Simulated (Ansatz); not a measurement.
`C[SiH2][AlH][F]` + `CBBC` → `C[BH][AlH][F]` + `CB[SiH2]C`  (redistribution)

Computed with Ansatz on PBE0-D4/def2-TZVP structures; ΔE is electronic, products minus reactants. CCSD(T)/CBS adds triple-zeta CCSD(T) − MP2 to the extrapolated MP2 energy (def2 sets, frozen cores). Functionals use def2-TZVPP. B3LYP here is the variant with VWN-RPA as its local correlation; programs differ in this. Each species was taken in one conformer, which may not be the lowest.

`C[SiH2][AlH][F]`:

Z-matrix (Å, degrees):
```
C
Si 1 1.882
H 1 1.092 2 110.6
H 1 1.092 2 111.0 3 -120.0
H 1 1.092 2 111.0 3 120.0
Al 2 2.453 1 113.1 3 -179.7
H 2 1.493 1 109.7 3 58.4
H 2 1.493 1 109.6 3 -58.0
F 6 1.655 2 117.3 1 -177.8
H 6 1.586 2 127.4 1 2.4
```

`CBBC`:

Cartesian coordinates in Å:
```
C -0.472 -1.910 -0.213
B -0.905 -0.408 -0.268
B -0.206 0.850 0.540
C 1.031 1.688 0.076
H 0.229 -2.182 0.578
H -1.324 -2.595 -0.197
H 0.029 -2.103 -1.175
H -1.833 -0.147 -0.998
H -0.679 1.147 1.612
H 1.864 1.349 0.712
H 1.341 1.557 -0.962
H 0.925 2.754 0.295
```

`C[BH][AlH][F]`:

Z-matrix (Å, degrees):
```
C
B 1 1.554
H 1 1.107 2 101.7
H 1 1.091 2 117.5 3 115.2
H 1 1.093 2 114.8 3 -112.9
Al 2 2.132 1 125.9 3 -94.3
H 2 1.205 1 116.0 3 81.9
F 6 1.660 2 117.7 1 83.8
H 6 1.589 2 127.6 1 -96.9
```

`CB[SiH2]C`:

Z-matrix (Å, degrees):
```
C
B 1 1.552
H 1 1.093 2 114.5
H 1 1.091 2 116.4 3 130.5
H 1 1.105 2 103.1 3 -113.5
Si 2 2.018 1 124.7 3 -150.2
H 2 1.202 1 117.9 3 33.1
C 6 1.879 2 114.9 1 1.1
H 6 1.496 2 107.7 1 123.2
H 6 1.495 2 109.0 1 -122.1
H 8 1.092 6 111.3 2 179.3
H 8 1.093 6 110.9 2 -60.5
H 8 1.093 6 110.8 2 59.2
```

```
             level  ΔE (kJ/mol)  difference from CCSD(T)/CBS
            PBE-D4         49.6                          7.6
         r2SCAN-D4         49.4                          7.4
           PBE0-D4         47.9                          5.9
          B3LYP-D4         45.9                          3.9
           ωB97X-V         43.5                          1.5
           ωB97M-V         41.9                         -0.1
            B2PLYP         45.3                          3.3
               PBE         50.8                          8.8
            r2SCAN         49.7                          7.7
              PBE0         48.9                          6.9
             B3LYP         47.8                          5.8
     HF/def2-TZVPP         42.5                          0.5
    MP2/def2-TZVPP         41.7                         -0.3
SCS-MP2/def2-TZVPP         40.4                         -1.6
   CCSD/def2-TZVPP         41.4                         -0.6
CCSD(T)/def2-TZVPP         41.4                         -0.6
     HF/def2-QZVPP         42.5                          0.5
    MP2/def2-QZVPP         42.2                          0.2
SCS-MP2/def2-QZVPP         40.9                         -1.1
      HF/CBS(def2)         42.5                          0.5
     MP2/CBS(def2)         42.4                          0.4
    CCSD/CBS(def2)         42.0                          0.0
       CCSD(T)/CBS         42.0                            0
```

Largest T1 diagnostic among the species: 0.012.
